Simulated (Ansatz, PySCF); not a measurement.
System: CsLi (charge 0, singlet). SMILES: [Cs][Li]
Structure (B3LYP-D3(BJ)/def2-TZVP (Ansatz, an electronic-structure program) minimum search):
```xyz
2

Li     0.0000     0.0000    -3.5534
Cs     0.0000     0.0000     0.1938
```

Property: vertical triplet-singlet gap, E(triplet) - E(singlet), in eV. Set-up: LANL2DZ with its own core potentials from Na on; STO-3G and 3-21G all-electron and non-relativistic; def2 sets with scalar-relativistic core potentials past Kr; UHF or UKS for open shells; valence correlation only (noble-gas shells and the d and f shells of earlier blocks; the outer core of K, Ca and congeners matters and is frozen too); spin-orbit terms left out; each state is the SCF solution reached for its charge and spin; six Cartesian d functions in 6-31G* and its kin unless marked 5d. First-principles rows: single points at B3LYP-D3(BJ) geometries (Ansatz). The Hartree-Fock reference of [Li][Cs] is unstable towards a lower, spin-broken solution. Levels can end on unlike triplets.

```
level                                    program  vertical triplet-singlet gap, E(triplet) - E(singlet) (eV)
---------------------------------------  -------  ----------------------------------------------------------
HF/6-31G* with LANL2DZ past Ar            Ansatz                                                        0.20
PBE/6-31G* with LANL2DZ past Ar           Ansatz                                                        0.71
B3LYP/3-21G                               Ansatz                                                        0.75
B3LYP/6-31G* with LANL2DZ past Ar         Ansatz                                                        0.76
M06-2X/6-31G* with LANL2DZ past Ar (5d)    PySCF                                                        0.92
MP2/6-31G* with LANL2DZ past Ar           Ansatz                                                        0.59
PBE/def2-TZVPD                            Ansatz                                                        0.73
M06-2X/def2-TZVPD                          PySCF                                                        0.93
wB97X-V/def2-TZVPD                        Ansatz                                                        0.87
```

No value to compare with is used here. The 6 habitual levels span 0.20 (HF/6-31G* with LANL2DZ past Ar) to 0.92 eV (M06-2X/6-31G* with LANL2DZ past Ar (5d)); M06-2X/def2-TZVPD gives 0.93.

The levels are drawn from those run, B3LYP/6-31G* more often than the rest, none by its result; left out are runs that failed, that the program found above a lower state of the same kind, or whose <S^2> lies over 0.5 above the pure value.
